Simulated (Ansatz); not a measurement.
Geometry optimisation, UKS B3LYP/def2-SVP (Ansatz).

Input:

```yaml
crystal:
  periodic: [false, false, false]
  atoms:
    - { symbol: Al, position_ang: [-1.4e-05, -2.2e-05, -0.354898] }
    - { symbol: H, position_ang: [0.000572, -3.9e-05, 2.405421] }
    - { symbol: Cl, position_ang: [1.848135, 1.1e-05, -1.386386] }
    - { symbol: Cl, position_ang: [-1.848213, 1.1e-05, -1.386371] }
    - { symbol: F, position_ang: [-0.000481, 3.9e-05, 3.332234] }
magnetization:
  spin_polarized: true
  initial_magnetization: 1
basis:
  gaussian: { orbitals: def2-SVP }
hamiltonian:
  xc: b3lyp
relax:
  f_tol: 0.03
  max_steps: 50
output:
  orbitals: {}
```

Run as:

```bash
$ ansatz run input.yaml --threads 2 --pin off --max-ram 3072MiB --backend cpu --events-out ev --progress --plain --runs-dir out
```

Task: Where does it end, and by what steps?

Result: The run converged. After 38 steps the energy has fallen by 0.650 eV; F5 moved furthest, 1.46 Å. Joined: Al1–F5 (3.69 → 2.09 Å).

```json
{"step": "0", "energy less start (eV)": "0.0000", "largest force component (eV/Å)": "0.124", "accepted": "yes"}
{"step": "2", "energy less start (eV)": "-0.0008", "largest force component (eV/Å)": "0.033", "accepted": "yes"}
{"step": "4", "energy less start (eV)": "-0.0010", "largest force component (eV/Å)": "0.382", "accepted": "yes"}
{"step": "6", "energy less start (eV)": "-0.0155", "largest force component (eV/Å)": "0.365", "accepted": "yes"}
{"step": "8", "energy less start (eV)": "0.0189", "largest force component (eV/Å)": "1.575", "accepted": "no"}
{"step": "10", "energy less start (eV)": "-0.0271", "largest force component (eV/Å)": "0.921", "accepted": "yes"}
{"step": "12", "energy less start (eV)": "-0.0590", "largest force component (eV/Å)": "0.127", "accepted": "yes"}
{"step": "14", "energy less start (eV)": "-0.0631", "largest force component (eV/Å)": "0.313", "accepted": "yes"}
{"step": "16", "energy less start (eV)": "-0.0710", "largest force component (eV/Å)": "0.379", "accepted": "yes"}
{"step": "18", "energy less start (eV)": "-0.0880", "largest force component (eV/Å)": "0.397", "accepted": "yes"}
{"step": "20", "energy less start (eV)": "-0.0222", "largest force component (eV/Å)": "2.806", "accepted": "no"}
{"step": "22", "energy less start (eV)": "-0.1350", "largest force component (eV/Å)": "0.723", "accepted": "yes"}
{"step": "24", "energy less start (eV)": "-0.2277", "largest force component (eV/Å)": "1.080", "accepted": "yes"}
{"step": "26", "energy less start (eV)": "-0.3942", "largest force component (eV/Å)": "0.388", "accepted": "yes"}
{"step": "28", "energy less start (eV)": "-0.4512", "largest force component (eV/Å)": "0.736", "accepted": "yes"}
{"step": "30", "energy less start (eV)": "-0.4873", "largest force component (eV/Å)": "1.056", "accepted": "yes"}
{"step": "32", "energy less start (eV)": "-0.5694", "largest force component (eV/Å)": "0.937", "accepted": "yes"}
{"step": "34", "energy less start (eV)": "-0.6356", "largest force component (eV/Å)": "0.329", "accepted": "yes"}
{"step": "36", "energy less start (eV)": "-0.6453", "largest force component (eV/Å)": "0.114", "accepted": "no"}
{"step": "38", "energy less start (eV)": "-0.6497", "largest force component (eV/Å)": "0.019", "accepted": "yes"}
```

```xyz
5
Properties=species:S:1:pos:R:3
Al -0.244 -0.758 -0.099
H 0.652 0.276 1.762
Cl 1.691 0.310 -0.091
Cl -1.906 0.335 -0.861
F -0.193 -0.163 1.899
```

Whether the end is a true minimum wasn't checked by a vibrational analysis.

The run took 71 s on 2 threads of Arm Neoverse V2 (shared host), peak memory 0.19 GiB.
